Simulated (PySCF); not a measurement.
A run for PySCF: R-B3LYP/LANL2DZ on ClH3Si (SMILES [SiH3]Cl).

```python
from pyscf import gto, scf, dft, mp
from pyscf.data.elements import chemcore

mol = gto.M(
    atom='''
    Si    0.13680163    1.01731671    4.02224393
    Cl    0.02365325   -1.00042263    3.58067624
    H    -0.86006009    1.73101023    3.20238524
    H     1.49957414    1.48765573    3.71076868
    H    -0.15494292    1.18848853    5.45893381
    ''',
    basis='lanl2dz',
    ecp={'Cl': 'lanl2dz', 'Si': 'lanl2dz'},
    charge=0, spin=0, verbose=3, max_memory=1800)
mf = dft.RKS(mol, xc='b3lyp')
mf.conv_tol = 1e-8
mf.max_cycle = 100
mf.kernel()
if not mf.converged:
    mf = mf.newton().run(mf.mo_coeff, mf.mo_occ)
```

It printed:

```
converged SCF energy = -20.6431802238587
```

Self-consistency was reached.

Cost: roughly 2.3 core-seconds.
